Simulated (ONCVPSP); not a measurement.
An all-electron radial function and its pseudo partner (hydrogen)

Columns: radius, all-electron u(r) and pseudo u(r) of the 1s shell (level -6.33 eV) of hydrogen in the configuration 1s1; PBEsol, scalar-relativistic, ONCV scheme, ONCVPSP 4.0.1.

```csv
r (bohr),all-electron,pseudo
0.072,0.1260,0.1071
0.145,0.2357,0.2117
0.217,0.3281,0.3073
0.290,0.4074,0.3938
0.362,0.4732,0.4674
0.435,0.5287,0.5293
0.507,0.5736,0.5785
0.580,0.6105,0.6172
0.652,0.6392,0.6461
0.725,0.6617,0.6675
0.798,0.6783,0.6826
0.870,0.6896,0.6924
0.942,0.6965,0.6981
1.015,0.6996,0.7004
1.088,0.6994,0.6997
1.160,0.6962,0.6963
1.232,0.6907,0.6907
1.305,0.6829,0.6829
1.378,0.6733,0.6733
1.450,0.6623,0.6623
1.522,0.6500,0.6500
1.595,0.6365,0.6365
1.668,0.6222,0.6222
1.740,0.6073,0.6073
1.812,0.5919,0.5919
1.885,0.5759,0.5759
```

How many radial nodes do the two functions have?

The all-electron 1s function has n − l − 1 = 0; the pseudo-wave has 0.

At about which radius was the pseudo-wave matched?

1.45 bohr. The columns agree to 0.0005 from 1.09 bohr on; several derivatives are matched, so the curves merge somewhat inside the radius.

Is the pseudo-wave norm-conserving?

Yes: the ONCV scheme keeps the norm inside the radius equal to the all-electron one, which fixes the energy derivative of the logarithmic derivative at the level.
